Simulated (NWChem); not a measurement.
System: LaF2 cation; SMILES [F][La+][F]

Input file for NWChem:

```
start job
memory heap 200 mb stack 900 mb global 1100 mb
charge 1
geometry units angstroms noautoz
  La    -0.000704    -0.048516     0.000000
  F     -1.671100     1.159409     0.000000
  F      1.694626     1.124162     0.000000
end
basis spherical
  * library def2-svpd
end
ecp
  La library def2-ecp
end
dft
  xc pbe0
  iterations 150
end
tddft
  nroots 6
end
task tddft energy
```

Structure relaxed at the PBE0/def2-SVP level. This spin state was assumed; another may lie lower. def2 effective core potentials on La; no spin-orbit coupling.

Vertical excitations in the gas phase.

Problem. Predict the main results of this run. (PBE0/def2-SVPD with def2 effective core potentials on La, full TDDFT.) Quantities: lowest excitation, singlet (eV); oscillator strength of that lowest state; lowest triplet (eV); orbital gap (eV).

Solution. 
```
Property                                  Value
----------------------------------------  -----
lowest excitation, singlet (eV)            6.91
oscillator strength of that lowest state  0.001
lowest triplet (eV)                        6.84
orbital gap (eV)                           8.36
```
